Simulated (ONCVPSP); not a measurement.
**Al (Z = 13), ONCV: configuration errors across variants**

```json
{
  "Element": "Al (Z = 13)",
  "Generator": "ONCVPSP 4.0.1",
  "Type": "optimised norm-conserving Vanderbilt (ONCV)",
  "Functional": "PBE",
  "Relativity": "scalar-relativistic",
  "Frozen core": "[Ne]",
  "Valence charge": "3",
  "Reference configuration": "3s2 3p1",
  "Partial waves": "3s: rc 1.95 bohr, ncon 3, nbas 7, qcut 4 1/bohr, 1 projector; 3p: rc 2.00 bohr, ncon 4, nbas 8, qcut 3.7 1/bohr, 1 projector; d scattering state at 0.46 Ha: rc 1.75 bohr, ncon 4, nbas 8, qcut 5.6 1/bohr, 1 projector",
  "Local potential": "polynomial inside 1.35 bohr (lpopt 4, dvloc0 2 Ha)",
  "Core correction": "Teter function, fcfact 3.75, rcfact 1.3"
}
```

All-electron excitation energies from the reference (eV): (1) 3s2 3p0 5.761; (2) 3s1 3p0 24.987; (3) 3s2 3p0.5 2.086; (4) 3s0 3p3 10.451.

Errors AE − PS in meV (a dash: test not solved or not reliable):

| change | (1) | (2) | (3) | (4) | bound ghosts | GHOST(+) flags above zero |
| --- | --- | --- | --- | --- | --- | --- |
| base | +1.1 | +28 | +0.2 | +7.4 | none | none |
| core correction Teter function, fcfact 1.4, rcfact 1.3 | -1.6 | +11 | -0.2 | +14 | none | none |
| core correction Teter function, fcfact 2.1, rcfact 1.3 | -0.8 | +16 | -0.1 | +11 | none | none |
| core correction Teter function, fcfact 2.9, rcfact 1.3 | +0.1 | +22 | 0.0 | +9.4 | none | none |
| core correction Teter function, fcfact 3.6, rcfact 1.3 | +0.9 | +27 | +0.2 | +7.8 | none | none |
| core correction Teter function, fcfact 4.3, rcfact 1.3 | +1.6 | +31 | +0.3 | +6.1 | none | none |
| core correction Teter function, fcfact 5, rcfact 1.3 | +2.2 | +33 | +0.4 | +4.4 | none | none |
| core correction Teter function, fcfact 6.1, rcfact 1.3 | +2.9 | +35 | +0.5 | +1.6 | none | none |
| core correction Teter function, fcfact 6.9, rcfact 1.3 | +3.4 | +35 | +0.6 | -0.5 | none | none |
| core correction Teter function, fcfact 7.5, rcfact 1.3 | +3.7 | +33 | +0.6 | -2.0 | none | none |

Give the same row for: core correction Teter function, fcfact 5.4, rcfact 1.3.

+2.5, +34, +0.4, +3.4; bound ghosts: none; GHOST(+) flags above zero: none.
